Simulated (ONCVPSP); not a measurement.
**Before and after: ONCV potential for zinc (Zn)**

- Element: Zn (Z = 30)
- Generator: ONCVPSP 4.0.1
- Type: optimised norm-conserving Vanderbilt (ONCV)
- Functional: LDA (Perdew-Wang 92)
- Relativity: scalar-relativistic
- Frozen core: [Ne]
- Valence charge: 20
- Reference configuration: 3s2 3p6 3d10 4s1.75 (charge +0.25)
- Partial waves: 3s+4s: rc 1.30 bohr, ncon 5, nbas 10, qcut 9.3 1/bohr, 2 projectors; 3p: rc 0.70 bohr, ncon 4, nbas 8, qcut 10.3 1/bohr, 2 projectors, debl 3.1 Ha; 3d: rc 1.30 bohr, ncon 3, nbas 7, qcut 10 1/bohr, 3 projectors, debl 2.6 Ha
- Local potential: polynomial inside 0.55 bohr (lpopt 5, dvloc0 4 Ha)
- Core correction: Teter function, fcfact 5.25, rcfact 1.75

In the p channel the program set the typed energies aside and used -3.143, 0.250 Ha.

Change: all radii but the core radius scaled by about 1.26 (s 1.64, p 0.88, d 1.64 bohr); local potential polynomial inside 0.70 bohr (lpopt 5, dvloc0 4 Ha).

Cutoffs: the cutoffs (Ha) at which the residual kinetic energy of the hardest occupied pseudo-wave falls to 1 and 0.1 mHa per electron; they do not see the model core or the augmentation charge, which bear on the density cutoff. Errors are all-electron minus pseudo energies relative to the spin-unpolarised reference configuration.

Question: What does the change do?

Answer: The potential gets softer (126 Ha and 389 Ha → 47 Ha and 56 Ha); of the 4 tests that both files solve, the error grows in 3 and shrinks in 0 by more than 15 % and 0.3 meV (median size 3.6 → 6.0 meV); neither file shows a bound ghost. A larger radius leaves more room for a smooth pseudo-wave, so fewer plane waves are needed. More of the atom is replaced by a form fitted at one configuration, so other configurations suffer.

| quantity | base | changed |
| --- | --- | --- |
| cutoff, loose | 126 Ha | 47 Ha |
| cutoff, tight | 389 Ha | 56 Ha |
| loose cutoff by channel | s 27 Ha, p 126 Ha, d 46 Ha | s 20 Ha, p 47 Ha, d 39 Ha |
| bound ghosts | none | none |
| GHOST(+) flags under 300 eV | none | none |
| error for 3s2 3p6 3d10 4s2, meV [ΔE -1.79 eV] | +0.2 | +0.3 |
| error for 3s2 3p6 3d10 4s1, meV [ΔE 8.39 eV] | +0.5 | +1.1 |
| error for 3s2 3p6 3d10 4s0, meV [ΔE 27.15 eV] | +6.6 | +11 |
| error for 3s1 3p6 3d10 4s2, meV [ΔE 135.68 eV] | -688 | -1094 |
| rms error of d²Exc/dni dnj with the model core, mHa | 3.20 | 3.53 |
